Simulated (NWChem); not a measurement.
Species: Si₂NH₆ anion

```xyz
9

Si     1.5861     0.0000     0.0592
N      0.0000     0.0000    -0.4391
Si    -1.5861     0.0000     0.0592
H      2.5766     0.0000    -1.0897
H      2.0544     1.1844     0.8986
H      2.0544    -1.1844     0.8986
H     -2.0544    -1.1844     0.8986
H     -2.5766     0.0000    -1.0897
H     -2.0544     1.1844     0.8986
```
Atoms are numbered in this order, from 1.

Computed with NWChem. Sets without diffuse functions describe the anion's extra electron poorly. Structure relaxed at the B3LYP/def2-SVPD level. No frequency run checked for a minimum. Level M06-L/def2-SVP: energy and gradient on several grids; changes count from the extra-fine grid, which is no exact limit either.

```json
[
 {"grid": "xcoarse", "size of the energy change (μHa)": "7000", "largest change of a gradient component (μHa/bohr)": "7000", "time, medium = 1 (rough)": "about 1"},
 {"grid": "coarse", "size of the energy change (μHa)": "400", "largest change of a gradient component (μHa/bohr)": "2000", "time, medium = 1 (rough)": "about 1"},
 {"grid": "medium", "size of the energy change (μHa)": "60", "largest change of a gradient component (μHa/bohr)": "600", "time, medium = 1 (rough)": "about 1"},
 {"grid": "fine", "size of the energy change (μHa)": "< 10", "largest change of a gradient component (μHa/bohr)": "200", "time, medium = 1 (rough)": "about 1"},
 {"grid": "xfine", "size of the energy change (μHa)": "< 10", "largest change of a gradient component (μHa/bohr)": "< 30", "time, medium = 1 (rough)": "2"}
]
```
